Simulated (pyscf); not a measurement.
## H₃C–CH₂–OH₂⁺, singlet

Gas-phase minimum from PySCF at ωB97X-D3(BJ)/def2-SVP, one conformer. 

```xyz
10

C      0.5199    -1.0959     0.4057
C     -0.3080     0.0693     0.8679
O      0.3032     1.3994     0.4095
H      0.0257    -2.0121     0.7671
H      1.5351    -1.0822     0.8311
H      0.5710    -1.1630    -0.6919
H     -0.3584     0.2009     1.9564
H     -1.3182     0.1199     0.4416
H      1.1858     1.5911     0.7857
H      0.3349     1.5180    -0.5611
```
Charge +1, spin multiplicity 1.

Bond lengths (Å): C1–C2 1.502, C1–H4 1.102, C1–H5 1.101, C1–H6 1.101, C2–O3 1.534, C2–H7 1.098, C2–H8 1.098, O3–H9 0.978, O3–H10 0.978. Angles (°): C2–C1–H4 107.3, C2–C1–H5 112.3, C2–C1–H6 112.3, H4–C1–H5 107.3, H4–C1–H6 107.3, H5–C1–H6 110.1, C1–C2–O3 111.2, C1–C2–H7 115.1, C1–C2–H8 115.1, O3–C2–H7 102.2, O3–C2–H8 102.2, H7–C2–H8 109.7, C2–O3–H9 114.5, C2–O3–H10 114.5 (the first ones only).

Properties at ωB97X-D3(BJ)/def2-SVP:

- Harmonic wavenumbers, unscaled = 208, 269, 377, 687, 736, 798, 927, 975, 1131, 1220, 1332, 1381, 1415, 1465, 1483, 1488, 1656, 3077, 3156, 3179, 3185, 3240, 3685, 3768 cm⁻¹
- Zero-point energy = 58.4 kcal/mol
- Rotational symmetry number = 1
- Entropy of this conformer at 298 K and 1 atm, rigid rotor and harmonic oscillator, modes under 100 cm⁻¹ raised to 100 = 276.4 J/(mol K)
- Dipole moment = depends on origin

Single-point totals, which compare only within one level (frozen core for MP2 and CC):

| level | total energy (hartree) |
|---|---|
| ωB97X-D3(BJ)/def2-TZVP | -155.47233 |
| PBE/def2-TZVP | -155.21057 |
| r²SCAN/def2-TZVP | -155.31748 |
| B3LYP-D3(BJ)/def2-TZVP | -155.42416 |
| PBE0-D3(BJ)/def2-TZVP | -155.23207 |
| M06-2X/def2-TZVP | -155.33126 |
| ωB97M-D3(BJ)/def2-TZVP | -155.44001 |
| HF/def2-TZVPP | -154.46242 |
| MP2/def2-TZVPP | -155.05384 |
| CCSD/def2-TZVPP | -155.08712 |
| CCSD(T)/def2-TZVPP | -155.10813 |

The CCSD(T) − MP2 part came from Ansatz, without density fitting, on the same reference.
